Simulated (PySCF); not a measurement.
# [La(H2O)7]3+ at several levels of theory

Computed with PySCF 2.14.0 (density fitting, no spin-orbit coupling) at the geometry relaxed with r2SCAN:

```xyz
22
[La(H2O)7]3+ (singlet)
La   -0.0016    0.0000    0.0000
O    -0.0021    0.0000    2.5480
H     0.7618    0.0000    3.1585
H    -0.7663    0.0000    3.1581
O    -0.0021    0.0000   -2.5480
H     0.7618    0.0000   -3.1585
H    -0.7663    0.0000   -3.1581
O     2.5901    0.0000    0.0000
H     3.1987    0.0000    0.7622
H     3.1987    0.0000   -0.7622
O     0.7959    2.4509    0.0000
H     0.9662    3.0304    0.7658
H     0.9662    3.0304   -0.7658
O    -2.0889    1.5293    0.0000
H    -2.5629    1.9082    0.7637
H    -2.5629    1.9082   -0.7637
O    -2.0889   -1.5293    0.0000
H    -2.5629   -1.9082    0.7637
H    -2.5629   -1.9082   -0.7637
O     0.7959   -2.4509    0.0000
H     0.9662   -3.0304    0.7658
H     0.9662   -3.0304   -0.7658
```

| level | basis | state | HOMO (eV) | gap (eV) | charge on La1 (e) | population of f-type functions on La1 (polarisation alone where 4f lies in the core) | dipole about the centre of mass (D) | largest force component (eV/Å) |
| --- | --- | --- | --- | --- | --- | --- | --- | --- |
| r2SCAN | La lcecp-1-SVP with ECP46, O def2-SVP, H def2-SVP | singlet | -19.18 | 5.60 | 1.33 | 0.06 | 0.00 | 0.06 |
| BLYP | the same | singlet | -18.59 | 4.93 | 1.08 | 0.06 | 0.01 | 0.47 |
| wB97X | the same | singlet | -23.20 | 12.41 | 1.33 | 0.06 | 0.00 | 0.15 |
| M06-L | the same | singlet | -19.23 | 5.88 | 1.53 | 0.06 | 0.01 | 0.14 |

In the lcecp rows the 4f levels are missing from HOMO and gap, and the state counts the valence alone.

Charges are Mulliken's, which hang on the basis. The relaxation used the grid (50, 194), these runs (75, 302) or, all-electron (x2c bases, spin-free X2C Hamiltonian), (99, 590).

Question: What does BP86 with La lcecp-1-SVP with ECP46, O def2-SVP, H def2-SVP give here?

Answer: state singlet, HOMO (eV) -18.81, gap (eV) 4.93, charge on La1 (e) 1.14, population of f-type functions on La1 (polarisation alone where 4f lies in the core) 0.06, dipole about the centre of mass (D) 0.01, largest force component (eV/Å) 0.51. Time: 17 s on 4 threads of Arm Neoverse V2 (shared host), from an already converged density.

In the first row's basis the gap widens with exact exchange: 4.9 to 5.9 eV for BP86, BLYP, r2SCAN, M06-L (none); 12.4 eV for wB97X (rising or full at long range).

No frequency check is given that shows the relaxed geometry to be a minimum.
